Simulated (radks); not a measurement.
Q: These are the eigenvalues of the occupied orbitals of an atom or ion with whole-number occupations (eV). Method: non-relativistic Kohn-Sham, r2SCAN, spin-polarised, spherical densities, point nucleus; meta-GGA in the generalised Kohn-Sham scheme; computed with a radial shooting solver on a logarithmic mesh with Libxc functionals.

orbital  eigenvalue
1s down   -7005.395
1s up     -7005.376
2s up     -858.7287
2s down   -856.5827
2p up     -745.6591
2p down   -744.0398
3p up     -102.7729
3p down    -97.9542
3d up      -47.4789
3d down    -42.9715

Which element is it, and in what charge state? The configuration may be excited. Open shells, if any, are filled with parallel spins first.

A: Z = 26, iron, charge +3: Fe3+ in [Ne] 3p6 3d7. The list shows which subshells hold electrons but not how many an open one holds; the 1s level, -257.44 hartree, gives Z - s = 22.7 by -(Z - s)^2/2, which with screening narrows Z to a few neighbours, and the depths of the outer levels then fix element, charge and occupations together.
